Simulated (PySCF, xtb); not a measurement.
C2H6BClO, SMILES ClB(O)CC.

GFN2-xTB in xtb at its own geometry gives an orbital gap of 5.53 eV and a dipole moment of 1.43 D.

Geometry optimised at PBE0-D3(BJ)/def2-SVP. This is a generated structure with no PubChem entry under its InChIKey; it may be hypothetical. The values are those of a single conformer.

### Question
What does PBE/def2-TZVP run with PySCF give? (Estimate from the structure and the level; the computed values follow.)

### Answer
gap 6.46 eV (levels -7.37 and -0.91 eV), dipole 0.64 D.
